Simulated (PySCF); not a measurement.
Species: C3H2INO.
SMILES: `n1cc(I)co1`

Level of theory: PySCF 2.14.0, PBE0-D3(BJ)/def2-SVP geometry optimisation, gas phase, def2 core potentials past Kr.

Take the most abundant isotopes and a rigid rotor. 

Task: Give the principal moments of inertia and the rotational constants in GHz.

Result: Ia = 51.87, Ib = 535.36, Ic = 587.23 u·Å²; 505379 MHz·u·Å²/I gives 9744, 944.0 and 860.6 MHz, that is A = 9.7439, B = 0.9440, C = 0.8606 GHz.

Task: What kind of rotor is it?

Result: A near-prolate asymmetric top. Ray's parameter κ = (2B − A − C)/(A − C) = -0.981; −1 is the prolate and +1 the oblate limit.

Task: Is it planar, by Δ = Ic − Ia − Ib?

Result: Planar: Δ = Ic − Ia − Ib = 0.00 u·Å². For a rigid frame Δ = −2 Σ m c², so it vanishes when all atoms lie in the ab plane; here none is more than 0.01 Å from it.

Task: Give the coordinates in the principal-axis frame, origin at the centre of mass.

Result: The sense of each axis is arbitrary; atoms in the order of the calculation.
| atom | mass (u) | a (Å) | b (Å) | c (Å) |
| --- | --- | --- | --- | --- |
| I1 | 126.904 | 1.160 | -0.001 | 0.000 |
| C2 | 12.000 | -0.905 | 0.007 | 0.000 |
| C3 | 12.000 | -1.794 | -1.105 | 0.000 |
| N4 | 14.003 | -3.040 | -0.713 | 0.000 |
| O5 | 15.995 | -3.010 | 0.649 | 0.000 |
| C6 | 12.000 | -1.750 | 1.078 | 0.000 |
| H7 | 1.008 | -1.556 | -2.168 | 0.001 |
| H8 | 1.008 | -1.595 | 2.155 | 0.001 |

Task: List the rotational levels J(Ka,Kc) to J = 4 (cm⁻¹).

Result: Above 0(0,0):
J = 1: 1(0,1) 0.0602, 1(1,1) 0.3537, 1(1,0) 0.3565
J = 2: 2(0,2) 0.1806, 2(1,2) 0.4713, 2(1,1) 0.4797, 2(2,1) 1.3603, 2(2,0) 1.3603
J = 3: 3(0,3) 0.3611, 3(1,3) 0.6477, 3(1,2) 0.6644, 3(2,2) 1.5409, 3(2,1) 1.5410, 3(3,1) 3.0155, 3(3,0) 3.0155
J = 4: 4(0,4) 0.6017, 4(1,4) 0.8829, 4(1,3) 0.9107, 4(2,3) 1.7816, 4(2,2) 1.7819, 4(3,2) 3.2563, 4(3,1) 3.2563, 4(4,1) 5.3207, 4(4,0) 5.3207
Those of J = 1 are B + C, A + C and A + B.

Task: Which lines would a microwave search look for?

Result: The dipole components are |μa| = 1.96 D, |μb| = 0.69 D, |μc| = 0.00 D; the mirror of this Cs structure is the ab plane, so μc vanishes by symmetry and there are no c-type lines. Intensities carry the squares of the components, which stand as 1.00 : 0.12 (a : b). Some lines, for components of 0.1 D or more:

```json
{"type": "a", "branch": "Q", "J(Ka,Kc)": "3(1,2) ← 3(1,3)", "MHz": "500", "lower level (cm⁻¹)": "0.648"}
{"type": "a", "branch": "R", "J(Ka,Kc)": "1(0,1) ← 0(0,0)", "MHz": "1805", "lower level (cm⁻¹)": "0.000"}
{"type": "a", "branch": "R", "J(Ka,Kc)": "2(1,2) ← 1(1,1)", "MHz": "3526", "lower level (cm⁻¹)": "0.354"}
{"type": "a", "branch": "R", "J(Ka,Kc)": "2(0,2) ← 1(0,1)", "MHz": "3609", "lower level (cm⁻¹)": "0.060"}
{"type": "a", "branch": "R", "J(Ka,Kc)": "3(1,3) ← 2(1,2)", "MHz": "5288", "lower level (cm⁻¹)": "0.471"}
{"type": "a", "branch": "R", "J(Ka,Kc)": "3(0,3) ← 2(0,2)", "MHz": "5411", "lower level (cm⁻¹)": "0.181"}
{"type": "a", "branch": "R", "J(Ka,Kc)": "3(2,2) ← 2(2,1)", "MHz": "5414", "lower level (cm⁻¹)": "1.360"}
{"type": "a", "branch": "R", "J(Ka,Kc)": "3(2,1) ← 2(2,0)", "MHz": "5416", "lower level (cm⁻¹)": "1.360"}
{"type": "a", "branch": "R", "J(Ka,Kc)": "3(1,2) ← 2(1,1)", "MHz": "5539", "lower level (cm⁻¹)": "0.480"}
{"type": "b", "branch": "Q", "J(Ka,Kc)": "1(1,0) ← 1(0,1)", "MHz": "8883", "lower level (cm⁻¹)": "0.060"}
{"type": "b", "branch": "Q", "J(Ka,Kc)": "2(1,1) ← 2(0,2)", "MHz": "8967", "lower level (cm⁻¹)": "0.181"}
{"type": "b", "branch": "Q", "J(Ka,Kc)": "3(1,2) ← 3(0,3)", "MHz": "9094", "lower level (cm⁻¹)": "0.361"}
{"type": "b", "branch": "R", "J(Ka,Kc)": "1(1,1) ← 0(0,0)", "MHz": "10604", "lower level (cm⁻¹)": "0.000"}
{"type": "b", "branch": "R", "J(Ka,Kc)": "2(1,2) ← 1(0,1)", "MHz": "12326", "lower level (cm⁻¹)": "0.060"}
{"type": "b", "branch": "R", "J(Ka,Kc)": "3(1,3) ← 2(0,2)", "MHz": "14005", "lower level (cm⁻¹)": "0.181"}
{"type": "b", "branch": "Q", "J(Ka,Kc)": "3(2,1) ← 3(1,2)", "MHz": "26278", "lower level (cm⁻¹)": "0.664"}
{"type": "b", "branch": "Q", "J(Ka,Kc)": "2(2,0) ← 2(1,1)", "MHz": "26400", "lower level (cm⁻¹)": "0.480"}
{"type": "b", "branch": "Q", "J(Ka,Kc)": "2(2,1) ← 2(1,2)", "MHz": "26650", "lower level (cm⁻¹)": "0.471"}
{"type": "b", "branch": "Q", "J(Ka,Kc)": "3(2,2) ← 3(1,3)", "MHz": "26775", "lower level (cm⁻¹)": "0.648"}
{"type": "b", "branch": "R", "J(Ka,Kc)": "2(2,1) ← 1(1,0)", "MHz": "30092", "lower level (cm⁻¹)": "0.357"}
{"type": "b", "branch": "R", "J(Ka,Kc)": "2(2,0) ← 1(1,1)", "MHz": "30176", "lower level (cm⁻¹)": "0.354"}
{"type": "b", "branch": "R", "J(Ka,Kc)": "3(2,2) ← 2(1,1)", "MHz": "31813", "lower level (cm⁻¹)": "0.480"}
{"type": "b", "branch": "R", "J(Ka,Kc)": "3(2,1) ← 2(1,2)", "MHz": "32067", "lower level (cm⁻¹)": "0.471"}
{"type": "b", "branch": "Q", "J(Ka,Kc)": "3(3,0) ← 3(2,1)", "MHz": "44205", "lower level (cm⁻¹)": "1.541"}
{"type": "b", "branch": "R", "J(Ka,Kc)": "3(3,1) ← 2(2,0)", "MHz": "49621", "lower level (cm⁻¹)": "1.360"}
{"type": "b", "branch": "R", "J(Ka,Kc)": "3(3,0) ← 2(2,1)", "MHz": "49622", "lower level (cm⁻¹)": "1.360"}
```

Task: Estimate the classical rotational partition function at 100 K, 200 K and 500 K.

Result: Point group Cs, symmetry number σ = 1; q = (√π/σ)·√((kT/h)³/(ABC)), k/h = 20836.6 MHz/K: 59900 at 100 K, 169000 at 200 K, 670000 at 500 K.

Stationary, but not proved a minimum. Zero-point vibration and centrifugal distortion are left out. Quadrupole hyperfine structure (14N, 127I) is left out.
